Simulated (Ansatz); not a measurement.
`[GaH2][GaH][GeH3]` + `C=C(O)F` → `[F][GaH][GaH2]` + `C=[C](O)[GeH3]` at 400 K and 1 bar (formal exchange of groups at a Ga–Ge bond).

Isolated molecules relaxed with PBE0-D4/def2-TZVP in Ansatz; ΔE leaves out vibrations. CCSD(T)/CBS adds triple-zeta CCSD(T) − MP2 to the extrapolated MP2 energy (def2 sets, frozen cores). For Ga, Ge outer-core shells are correlated without core-valence functions, which leaves a few kJ/mol of doubt a bond. Scalar relativity is left out up to krypton. One conformer a species, not always the lowest.

| species | CCSD(T)/CBS energy (Eh) | H − E (kJ/mol) | S (J/(mol·K)) |
| --- | --- | --- | --- |
| `[GaH2][GaH][GeH3]` | -5927.57610 | 149.0 | 432.2 |
| `C=C(O)F` | -252.84296 | 149.4 | 306.1 |
| `[F][GaH][GaH2]` | -3949.49740 | 85.2 | 362.1 |
| `C=[C](O)[GeH3]` | -2230.95734 | 213.3 | 367.5 |

H − E and S are ideal-gas, rigid-rotor, harmonic terms from PBE0-D4/def2-TZVP, for one conformer and one mirror image of each species. 1 Eh = 2625.50 kJ/mol, R = 8.31446 J/(mol·K).

**Question.** By hand: ΔE, ΔH, ΔS and ΔG.

**Answer.** ΔE = (-3949.49740) + (-2230.95734) − (-5927.57610) − (-252.84296) = -0.03568 Eh = -93.7 kJ/mol. Δ(H − E) = 85.2 + 213.3 − 149.0 − 149.4 = 0.1, so ΔH = -93.6 kJ/mol. ΔS = 362.1 + 367.5 − 432.2 − 306.1 = -8.7 J/(mol·K). ΔG = -93.6 − 400 × (-8.7)/1000 = -90.1 kJ/mol.

**Question.** By hand: the equilibrium constant, and the temperature at which ΔG would vanish if ΔH and ΔS stayed fixed.

**Answer.** log₁₀ K = −ΔG/(RT ln 10) = 11.8. ΔG = 0 at ΔH/ΔS = 10759 K, far beyond where these terms or the molecules hold.

The number of gas molecules stays the same, so ΔS is small and ΔH decides. A doubt of 5 kJ/mol in ΔE shifts log₁₀ K by 0.7 here. Other conformers and mirror images would add mixing entropy, several J/(mol·K) or more a flexible species. Modes under 60 cm⁻¹, often nearly free rotors, make the harmonic entropy too high. These are equilibria of isolated gas molecules and say nothing of rates. Largest T1 diagnostic: 0.014 (customary marks: 0.02 for closed shells, 0.045 for open ones).
